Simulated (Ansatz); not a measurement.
System: sum formula H₇SiN₃O, charge 0, multiplicity 1. 
Structure (B3LYP-D3(BJ)/def2-TZVP (Ansatz, a program for electronic structure) minimum search):
SMILES: N[Si](N)(N)O
```xyz
12

N     -0.8475     1.3838    -0.5632
Si    -0.0011     0.0044    -0.0139
N     -1.1967    -1.1833     0.2732
N      0.9196    -0.0129     1.4433
O      1.1050    -0.1937    -1.2296
H     -1.6142     1.7785    -0.0458
H     -0.3994     2.0570    -1.1619
H     -0.9787    -2.0404     0.7541
H     -1.9672    -1.2921    -0.3655
H      1.7672     0.5298     1.5030
H      0.4419    -0.0250     2.3311
H      1.7983    -0.8347    -1.0569
```
Charge 0, spin multiplicity 1.

Atomisation energy built up term by term with Ansatz (kcal/mol; UHF references for open shells; valence terms freeze the core; atomic spin-orbit terms are left out). Basis-set limits of correlation are two-point, X^-3; Hartree-Fock from the larger set.

| term | basis | kcal/mol |
|---|---|---|
| Hartree-Fock | aug-cc-pV(Q+d)Z | (withheld) |
| CCSD correlation | CBS(aug-cc-pV(T+d)Z,aug-cc-pV(Q+d)Z) | (withheld) |
| (T) | CBS(aug-cc-pV(T+d)Z,aug-cc-pV(Q+d)Z) | 18.87 |
| core correlation | cc-pwCVTZ | 2.79 |
| scalar relativity (X2C) | cc-pVTZ-DK against cc-pVTZ | -2.04 |
| sum: De |  | (withheld) |

### Question
Fill in the missing entries.

### Answer

- Hartree-Fock, kcal/mol: 720.96
- CCSD correlation, kcal/mol: 326.56
- sum: De, kcal/mol: 1067.1
